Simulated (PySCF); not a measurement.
```xyz
3
charge -1 multiplicity 2, angstrom
Os    0.0000    0.0000   -0.2583
Se    2.1903    0.0000    0.3295
Se   -2.1903    0.0000    0.3295
```

All numbers come from UPBE in PySCF with Os def2-SVPD with ECP60, Se def2-SVPD; scalar-relativistic core potentials, no spin–orbit coupling; density-fitted integrals.

This geometry of [OsSe2]- is a stationary point at this level.

(1) What is the point group?

(2) Is it a minimum?

(3) Which band is strongest in the infrared?

(4) What are the dipole moment and the gap between the highest occupied and lowest empty levels of either spin?

Results:

(1) C2v.

(2) Yes: all harmonic wavenumbers are real, though the softest, 39 cm⁻¹, leaves little margin.

(3) 327 cm⁻¹ (b2), 66 km/mol.

(4) 0.21 D about the centre of mass and 0.54 eV.

Other isomers or separated fragments may lie lower. Other spin states or occupations of the open shell can lie lower. The lowest empty level of this anion is unbound, so it and the gap depend on the basis. Spin–orbit coupling, left out here, can matter for elements this heavy.
